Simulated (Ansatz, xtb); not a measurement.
## C3H6GeOSi: which of two isomers lies lower

Structure a is `C#C[SiH2][GeH2][CH]=O`, a singlet and structure b is `C#C[Si@@H]([GeH3])C=O`, a singlet. Both are isolated molecules in the gas phase, relaxed with B3LYP-D3(BJ)/def2-SVP; each stands in its lowest conformer found.

Problem. Estimate which is lower in electronic energy at CCSD(T)/def2-SVP + ΔMP2/def2-TZVPP, and by roughly how much.

Solution. The CCSD(T)/def2-SVP + ΔMP2/def2-TZVPP calculation puts structure b lower, by 1.07 kcal/mol.

The same difference at several levels:

| level | geometry | E(b) − E(a) (kcal/mol) | departure from the last row (kcal/mol) | job, with rough time for the two |
| --- | --- | --- | --- | --- |
| B3LYP-D3(BJ)/def2-SVP | B3LYP-D3(BJ)/def2-SVP | −1.61 | −0.55 | optimisation, 7.6 min |
| HF/def2-SVP | B3LYP-D3(BJ)/def2-SVP | −2.30 | −1.23 | part of the CCSD(T) run |
| MP2/def2-SVP | B3LYP-D3(BJ)/def2-SVP | −2.19 | −1.12 | part of the CCSD(T) run |
| CCSD(T)/def2-SVP | B3LYP-D3(BJ)/def2-SVP | −2.29 | −1.22 | single point |
| CCSD(T)/def2-SVP + ΔMP2/def2-TZVPP | B3LYP-D3(BJ)/def2-SVP | −1.07 |  | single point, 90 s |

As drawn, b has 1 C–Si, 1 Ge–H in place of 1 C–Ge, 1 Si–H.

None of the levels shown reverses the order. The largest departure from CCSD(T)/def2-SVP + ΔMP2/def2-TZVPP is that of HF/def2-SVP, 1.23 kcal/mol. Levels run at GFN2-xTB geometries aren't shown. The last row adds to CCSD(T) the change of the MP2 difference between the two basis sets, here +1.22 kcal/mol.

With thermal terms from frequencies at re-optimised GFN2-xTB minima (ideal gas, soft modes damped towards free rotors, one conformer each, 298.15 K, 1 atm): on the last row, ΔE + ΔZPE = −0.61, ΔH = −0.77, ΔG = −0.12 kcal/mol. In free energy the two are nearly level.

The correlated steps freeze 18 core orbitals; the filled d shell of Ge is correlated, in a basis made for valence electrons. Mirror images aren't counted in ΔG. Programs: Ansatz 0.2.0, xtb 6.7.1; the last row on 2 threads of Intel(R) Xeon(R) Platinum 8259CL CPU @ 2.50GHz (Skylake/Cascade Lake) on a shared host.
